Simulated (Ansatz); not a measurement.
GaH₆P, SMILES `[PH3+][GaH3-]`, 8 atoms. Total charge 0; spin multiplicity 1. Correlated methods include outer-core shells of Ga, which these sets cover unevenly. Scalar relativity is left out up to krypton. All runs use 2 threads of a server CPU on a shared host. Correlated methods freeze the cores. Open-shell runs search over several starts.

(1) Give the basis size and wall time and peak host memory of each of these runs in Ansatz. UKS PBE-D4/def2-TZVPP energy of the cation; UKS ωB97X-V/def2-TZVPP energy of the cation; RHF-CCSD(T)/def2-TZVPP energy; RKS PBE0-D4/def2-TZVP frequencies; RKS ωB97M-V/def2-QZVPP energy; UKS PBE0-D4/def2-TZVPP energy of the cation; RKS PBE0-D4/def2-SVP energy; UHF-MP2/def2-QZVPP energy of the cation; RHF-CCSD(T)/def2-SVP energy; direct RPA on PBE orbitals/def2-TZVPP energy; RKS B2PLYP (frozen core)/def2-TZVPP energy; UKS r2SCAN-D4/def2-TZVPP energy of the cation. (Best estimate.)

Results:

(1) The calculation gave: Other jobs shared the machine, so times are rough.

| level | job | functions | wall time | peak host memory (GiB) |
| --- | --- | --- | --- | --- |
| RKS PBE0-D4/def2-SVP | energy | 80 | 1.6 s | 0.16 |
| RHF-CCSD(T)/def2-SVP | energy | 80 | 2.5 s | 0.23 |
| direct RPA on PBE orbitals/def2-TZVPP | energy | 174 | 3.6 s | 0.3 |
| RKS B2PLYP (frozen core)/def2-TZVPP | energy | 174 | 4.8 s | 0.35 |
| UKS PBE-D4/def2-TZVPP | energy of the cation | 174 | 17 s | 0.38 |
| RKS ωB97M-V/def2-QZVPP | energy | 339 | 18 s | 1.1 |
| RHF-CCSD(T)/def2-TZVPP | energy | 174 | 27 s | 1.4 |
| UKS r2SCAN-D4/def2-TZVPP | energy of the cation | 174 | 32 s | 0.43 |
| UKS PBE0-D4/def2-TZVPP | energy of the cation | 174 | 32 s | 0.7 |
| RKS PBE0-D4/def2-TZVP | frequencies | 121 | 76 s | 0.25 |
| UKS ωB97X-V/def2-TZVPP | energy of the cation | 174 | 82 s | 0.86 |
| UHF-MP2/def2-QZVPP | energy of the cation | 339 | 2.8 min | 1.4 |
